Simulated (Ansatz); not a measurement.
`C=[CH][GaH][GeH3]` + `OCBCl` → `OC[B](Cl)[GeH3]` + `C=[CH][GaH2]`  (formal exchange of groups at a Ge–Ga bond)

Calculated with Ansatz (gas phase, PBE0-D4/def2-TZVP geometries, no zero-point term in ΔE). CCSD(T)/CBS is the MP2 limit (def2-TZVPP, def2-QZVPP) plus CCSD(T) − MP2 in def2-TZVPP, frozen cores. For Ga, Ge outer-core shells are correlated without core-valence functions, which leaves a few kJ/mol of doubt a bond. Scalar relativity is left out up to krypton. Each species was taken in one conformer, which may not be the lowest.

```json
{"species": "`C=[CH][GaH][GeH3]`", "HF/def2-TZVPP energy (Eh)": "-4078.42343"}
{"species": "`OCBCl`", "HF/def2-TZVPP energy (Eh)": "-599.33750"}
{"species": "`OC[B](Cl)[GeH3]`", "HF/def2-TZVPP energy (Eh)": "-2675.85888"}
{"species": "`C=[CH][GaH2]`", "HF/def2-TZVPP energy (Eh)": "-2001.88062"}
```

(1) Work out ΔE.

Largest T1 diagnostic among the species: 0.013.

## Answers

(1) ΔE = (-2675.85888) + (-2001.88062) − (-4078.42343) − (-599.33750) = 0.02143 Eh = +56.3 kJ/mol. CCSD(T)/CBS gives +54.4 kJ/mol.
